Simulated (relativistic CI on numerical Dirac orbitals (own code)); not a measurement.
What each ingredient does to the levels of Ir XXV

Base calculation: Dirac-Coulomb-Breit CI, KLI orbitals optimised for each configuration, model QED, unscaled Slater integrals.

CI space (outside the closed core [Ar] 3d10): 4s2 4p6 4d10 4f7, 4s2 4p6 4d10 4f6 5s, 4s2 4p6 4d10 4f5 5s2, 4s2 4p6 4d9 4f8, 4s2 4p6 4d10 4f6 5p, 4s2 4p5 4d10 4f8, 4s2 4p6 4d10 4f6 6s, 4s 4p6 4d10 4f8, 4p6 4d10 4f9. Levels of other configurations are missing.

Variants: (1) valence Slater integrals scaled by 0.9; (2) QED terms removed; (3) configuration mixing switched off. Shifts of the energy above 4s2 4p6 4d10 4f7 8S°_7/2, in cm⁻¹, for the lowest level and the first level of each name with at least 55 % of one term (blank where a level changes its place among those of its configuration and J or its character, or is not in the variant):

| Level | Base | Δ(1) | Δ(2) | Δ(3) |
| --- | --- | --- | --- | --- |
| 4s2 4p6 4d10 4f7 8S°_7/2 | 0.0 | 0.0 | 0.0 | 0.0 |
| 4s2 4p6 4d10 4f7 6P°_3/2 | 80013.1 | -7846.1 | +2.7 | +1316.8 |
| 4s2 4p6 4d10 4f7 6I°_9/2 | 81859.8 | -9307.4 | +45.6 | +1074.1 |
| 4s2 4p6 4d10 4f7 6I°_17/2 | 83894.7 | -8819.3 | +10.3 | +812.2 |
| 4s2 4p6 4d10 4f7 6I°_11/2 | 86883.7 | -8596.5 | -2.4 | +920.0 |
| 4s2 4p6 4d10 4f7 6I°_13/2 | 88936.7 | -8456.1 | -18.0 | +892.8 |
| 4s2 4p6 4d10 4f7 6I°_15/2 | 89149.4 | -8222.8 | -28.6 | +796.9 |
| 4s2 4p6 4d10 4f7 6D°_9/2 | 92910.4 | -9264.4 | +9.1 | +1508.2 |
| 4s2 4p6 4d10 4f7 6D°_1/2 | 105870.2 | -8541.6 | -68.0 | +1533.2 |
| 4s2 4p6 4d10 4f7 6D°_3/2 | 107975.3 | -8673.8 | -72.8 | +1479.8 |
| 4s2 4p6 4d10 4f7 4N°_23/2 | 132956.4 | -13027.1 | -23.2 | +193.3 |
| 4s2 4p6 4d10 4f7 4N°_21/2 | 138083.8 | -12801.8 | -48.5 | +320.7 |
| 4s2 4p6 4d10 4f7 4L°_19/2 | 149480.5 | -12595.4 | -95.0 | +792.2 |

At this charge energies of transitions that change n are usually good to better than 1 %, and those within a shell (Δn = 0) to a few per cent. Terms inside the open d or f shell come out 10 to 20 % too wide with unscaled integrals.

Ionisation energy from the two ground configurations alone: base 748.973 eV; valence Slater integrals scaled by 0.9 747.98 eV. The NIST ASD value (theoretical) is 770 eV. The gap of more than 2 % comes from missing correlation, or from a tabulated value that is itself an estimate.

LS names give the leading component of a level, which can be under half, so a name can repeat, a term be missing and a line seem to break the LS rules.
